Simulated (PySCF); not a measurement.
Electronic structure of B⁺ (boron, charge +1) at the M06-2X level

Configuration: [He] 2p2, high-spin 3P determinant (an excited configuration). All numbers are calculated (PySCF 2.14, no relativity, point nucleus, in aug-cc-pVTZ with one added diffuse shell each of s, p, d, f type (6s5p4d3f, 62 functions)).

| Quantity | Value |
| --- | --- |
| Total energy | -23.9309 hartree |
| One-electron energy | -29.9519 hartree |
| Hartree (Coulomb) energy | 9.6128 hartree |
| Exchange-correlation energy | -3.5918 hartree |
| Kinetic energy | 23.77178 hartree |
| ⟨S²⟩ | 2.0000 |
| ⟨L²⟩ | 2.000 |
| Sum of ⟨r⟩ | 4.278 bohr |
| Sum of ⟨r²⟩ | 8.376 bohr² |
| Traceless quadrupole moment −½Σ⟨3z² − r²⟩ along its main axis | 1.61 e·bohr² |
| Density at the nucleus (Gaussians lack the cusp) | 66.0 bohr⁻³ |
| Spin density at the nucleus | -0.0612 bohr⁻³ |
| Langevin diamagnetic susceptibility | -6.63 ×10⁻⁶ cm³/mol |

```json
{"shell": "1s α", "electrons": "1", "mean orbital energy (eV)": "-208.03", "rms radius, mean of both spins (bohr)": "0.381"}
{"shell": "1s β", "electrons": "1", "mean orbital energy (eV)": "-207.56", "rms radius, mean of both spins (bohr)": "0.381"}
{"shell": "2p α", "electrons": "2", "mean orbital energy (eV)": "-16.810", "rms radius, mean of both spins (bohr)": "2.01"}
```
